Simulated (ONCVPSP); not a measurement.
## Transferability test, ONCV potential for Mo

```json
{
  "Element": "Mo",
  "Generator": "ONCVPSP 4.0.1",
  "Type": "optimised norm-conserving Vanderbilt (ONCV)",
  "Functional": "PBE",
  "Relativity": "scalar-relativistic",
  "Frozen core": "[Ar] 3d10",
  "Valence charge": "14",
  "Reference configuration": "4s2 4p6 4d5 5s1",
  "Partial waves": "4s+5s: rc 2.20 bohr, ncon 4, nbas 7, qcut 6.3 1/bohr, 2 projectors; 4p: rc 1.65 bohr, ncon 3, nbas 8, qcut 6.5 1/bohr, 2 projectors, debl 3.9 Ha; 4d: rc 1.65 bohr, ncon 4, nbas 8, qcut 6.7 1/bohr, 2 projectors, debl 1.5 Ha; f scattering state at 0.16 Ha: rc 1.90 bohr, ncon 4, nbas 9, qcut 5.5 1/bohr, 2 projectors, debl 2.5 Ha",
  "Local potential": "polynomial inside 1.55 bohr (lpopt 4, dvloc0 0 Ha)",
  "Core correction": "Teter function, fcfact 3.25, rcfact 1.1"
}
```

Energies are relative to the spin-unpolarised reference configuration 4s2 4p6 4d5 5s1; without spin polarisation the order of configurations can differ from experiment.

```tsv
valence configuration	charge	ΔE all-electron (eV)	error AE − PS (meV)
4s2 4p6 4d5 5s0	+1	6.890	-3.0
4s2 4p6 4d4 5s0	+2	22.352	-1.6
4s2 4p6 4d4 5s1	+1	8.064	-0.4
```

(1) What are ΔE and the potential's error for 4s2 4p6 4d3 5s0?

Results:

(1) ΔE = 49.096 eV all-electron; the error (AE − PS) is +2.9 meV.
